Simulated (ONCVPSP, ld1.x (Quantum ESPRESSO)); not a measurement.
**Hardness and transferability of assorted potentials**

Generated with ld1.x 7.5 (TM, RRKJ, ultrasoft, PAW), atompaw 4.2 or ONCVPSP 4.0.1. The cutoff is in Ry: for ld1.x and atompaw files where the sum of valence levels is converged to 10 mRy in a Bessel basis, for ONCV files where the hardest occupied wave has 1 mHa per electron of residual kinetic energy. The error is the largest all-electron minus pseudo excitation energy over each file’s own four to seven test configurations (ionisations up to +4, promotions, holes and added fractions of an electron), all of which were solved. The labels leave out finer settings (local radius, basis sizes, second energies), which also bear on the numbers. Spin-polarised tests are not counted. The rows are a selection from randomly drawn settings: files with unsolved tests, undetermined cutoffs or missed reference levels are left out.

A true bound ghost makes a file unfit for plane-wave use even where its test errors are small: the radial tests pick states by their node count and pass the ghost by.

| element | potential | cutoff (Ry) | largest error (meV) | bound ghosts |
| --- | --- | --- | --- | --- |
| Ti | ONCV, revPBE, scalar-relativistic, rc 2.90/1.65/2.55 (spd), local smoothed, core correction yes, reference 3p6 3d2 4s1.75, qcut 2.3/9.8/6.1, projectors 2/2/2 | 41 | +27 | s |
| Zn | ultrasoft, PBEsol, non-relativistic, rc 1.75/2.05/0.90/2.15 (spdf), local smoothed, core correction yes, reference 3d9 4s0 4p0 | 180 | -194 | none |
| Sr | ONCV, PBEsol, scalar-relativistic, rc 2.65/2.55/2.75 (spd), local smoothed, core correction no, reference 4s2 4p6 5s1.75 5p0.25, qcut 4.6/6.4/4.2, projectors 2/2/2 | 15 | -5.2 | none |
| In | TM, PBE, scalar-relativistic, rc 2.25/2.80/2.65 (spd), local s, core correction yes, reference 5s2 5p0.5 | 18 | -171 | none |

Fill in the row for Te: RRKJ, Wu–Cohen, scalar-relativistic, rc 1.55/1.80 (sp), local s, core correction no, reference 5s2 5p3.5.

cutoff 35 Ry, largest error -15 meV, bound ghosts: d.

Fill in the row for S: ONCV, PBE, scalar-relativistic, rc 0.70/0.90/0.70 (spd), local smoothed, core correction yes, reference 2s2 2p6 3s2 3p3, qcut 13.2/17.1/13.4, projectors 3/2/3.

cutoff 220 Ry, largest error +21 meV, bound ghosts: d.

Fill in the row for Ce: ONCV, BLYP, fully relativistic, rc 2.20/2.65/2.60/1.75 (spdf), local smoothed, core correction yes, reference 4f1 5s2 5p6 5d1 6s2, qcut 6.5/5.4/4.1/9.4, projectors 2/2/2/2.

cutoff 77 Ry, largest error +3.2 meV, bound ghosts: s.
